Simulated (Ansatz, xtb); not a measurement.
## C2H12OSi3: which of two isomers lies lower

Structure X is `C[SiH2]C[SiH2]O[SiH3]`, a singlet and structure Y is `C[SiH](C)O[SiH2][SiH3]`, a singlet. Both are isolated molecules in the gas phase, relaxed with B3LYP/def2-SVP; each stands in its lowest conformer found.

Problem. Estimate which is lower in electronic energy at CCSD(T)/def2-SVP + ΔMP2/def2-TZVPP, and by roughly how much.

Solution. The CCSD(T)/def2-SVP + ΔMP2/def2-TZVPP calculation puts structure X lower, by 1.25 kcal/mol.

The same difference at several levels:

| level | geometry | E(Y) − E(X) (kcal/mol) | departure from the last row (kcal/mol) | job, with rough time for the two |
| --- | --- | --- | --- | --- |
| B3LYP/def2-SVP | B3LYP/def2-SVP | −1.31 | −2.56 | optimisation, 4 min |
| HF/def2-SVP | B3LYP/def2-SVP | +1.82 | +0.57 | part of the CCSD(T) run |
| MP2/def2-SVP | B3LYP/def2-SVP | +2.71 | +1.46 | part of the CCSD(T) run |
| CCSD(T)/def2-SVP | B3LYP/def2-SVP | +1.20 | −0.05 | single point |
| CCSD(T)/def2-SVP + ΔMP2/def2-TZVPP | B3LYP/def2-SVP | +1.25 |  | single point, 37 s |

As drawn, Y has 1 Si–Si, 1 C–H in place of 1 C–Si, 1 Si–H.

B3LYP/def2-SVP puts the two in the other order. The largest departure from CCSD(T)/def2-SVP + ΔMP2/def2-TZVPP is that of B3LYP/def2-SVP, 2.56 kcal/mol. A small imaginary or near-zero mode remains, so no thermal terms are given. Levels run at GFN2-xTB geometries aren't shown. The last row adds to CCSD(T) the change of the MP2 difference between the two basis sets, here +0.05 kcal/mol.

The correlated steps freeze 18 core orbitals. Run with Ansatz 0.2.0, xtb 6.7.1; the last row on 4 threads of Intel(R) Xeon(R) 6975P-C (Granite Rapids) on a shared host.
